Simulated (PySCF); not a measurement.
Work out the structure from these simulated measurements.

Formula: C7H16O.

| Item | Value |
| --- | --- |
| 1H NMR | chemical shifts (computed TMS as zero) by class: 3.88 (2 H), 1.38 (2 H), 1.18 (2 H), 1.00 (3 H), 0.91 (6 H), -0.33 (1 H) ppm [GIAO PBE0/pcSseg-1] |
| NMR, other nuclei | isotropic shieldings of nuclei other than C and H, by class: 298 (1 O) ppm [GIAO PBE0/pcSseg-1] |
| Dipole | 1.69 D [PBE0/pcSseg-1] |
| 13C NMR | chemical shifts (computed TMS as zero) by class: 63.8 (1 C), 47.5 (1 C), 35.9 (1 C), 33.6 (1 C), 31.6 (2 C), 10.2 (1 C) ppm [GIAO PBE0/pcSseg-1] |
| Rotational structure | rotational constants A, B, C: 2.432, 1.322, 1.097 GHz [GFN2-xTB] |

Electronic properties: PySCF, gas phase, density fitting. Levels stand in brackets. Geometry: GFN2-xTB, one conformer, isolated molecule. NMR values are class means; diastereotopic atoms form classes of their own.

Q: Give a SMILES that accounts for the data.

A: Numbering: `[CH3:1][CH2:2][C:3]([CH3:4])([CH3:5])[CH2:6][CH2:7][OH:8]`. Its formula, C7H16O, gives 0 degrees of unsaturation, so no ring and no π bond. 7 carbons fall into 6 classes; from least to most shielded: carbinol carbon (C–OH) [C7] (63.8 ppm), chain CH2 carbon [C6] (47.5 ppm), chain CH2 carbon [C2] (35.9 ppm), quaternary sp3 carbon [C3] (33.6 ppm), methyl carbon [C4/C5] (31.6 ppm, 2 C), methyl carbon [C1] (10.2 ppm). Hydrogen classes from least to most shielded: 2 H on a carbinol carbon (C–OH), C7 (3.88 ppm), 2 H on a chain CH2 carbon, C6 (1.38 ppm, a mean of values up to 1.0 ppm apart in this geometry), 2 H on a chain CH2 carbon, C2 (1.18 ppm), 3 H on a methyl carbon, C1 (1.00 ppm), 6 H on 2 methyl carbons, C4/C5 (0.91 ppm, a mean of values up to 0.7 ppm apart in this geometry), 1 H on an alcohol oxygen, O8 (-0.33 ppm). The other shieldings belong to: 298 ppm, alcohol oxygen [O8]. The optimised geometry has point group C1 and is an asymmetric top. Structure: `CCC(CCO)(C)C` (3,3-dimethylpentan-1-ol). Computed isomers that give other values at the same levels: `CCOCC(C)(C)C` (13C chemical shifts (computed TMS as zero) by class: 82.5 (1 C), 70.2 (1 C), 34.8 (1 C), 28.3 (3 C), 15.9 (1 C) ppm); `CC(C)OC(C)(C)C` (13C chemical shifts (computed TMS as zero) by class: 74.8 (1 C), 67.3 (1 C), 29.8 (3 C), 27.2 (2 C) ppm); `CCCCCOCC` (13C chemical shifts (computed TMS as zero) by class: 72.9 (1 C), 70.4 (1 C), 36.6 (1 C), 35.0 (1 C), 28.6 (1 C), 17.3 (1 C), 16.0 (1 C) ppm). The assignments are read from this structure; whether some other isomer fits the data as well wasn't checked.

Conformer computed: `[CH3:1][CH2:2][C:3]([CH3:4])([CH3:5])[CH2:6][CH2:7][OH:8]`: C1–C2–C3–C4 -178°, C2–C3–C6–C7 -56°, C3–C6–C7–O8 178°, H–O8–C7–C6 57°.
